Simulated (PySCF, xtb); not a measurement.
C₃H₆BNO, SMILES O(B(C)C)C#N.

GFN2-xTB in xtb at its own geometry gives an orbital gap of 4.80 eV and a dipole moment of 4.15 D.

Geometry: B3LYP-D3(BJ)/def2-SVP. This is a generated structure with no PubChem entry under its InChIKey; it may be hypothetical. The values are those of a single conformer.

**Question.** What does PBE/def2-TZVP run with PySCF give? (An estimate is asked for; the answer gives what the named calculation found.)

**Answer.** gap 5.72 eV (levels -7.59 and -1.87 eV), dipole 4.24 D.
